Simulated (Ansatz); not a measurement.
Task: Name a neutral molecule of C, Ga, S and H with HOMO energy (B3LYP/def2-TZVPP) between -7.35 and -7.05 eV and size of the dipole moment (ωB97M-V/def2-TZVPP) between 1.90 and 2.20 D (Ansatz, PBE0-D4/def2-TZVP geometry).

Result: `[CH3][GaH][SH]` (-7.27 eV, 1.94 D); `C[CH](C)[Ga]([SH])[SH]` (-7.05 eV, 2.06 D). Other molecules can fit too; these were computed, each in one conformer that needn't be the lowest.

B3LYP here is the variant with VWN-RPA as its local correlation; programs differ in this.
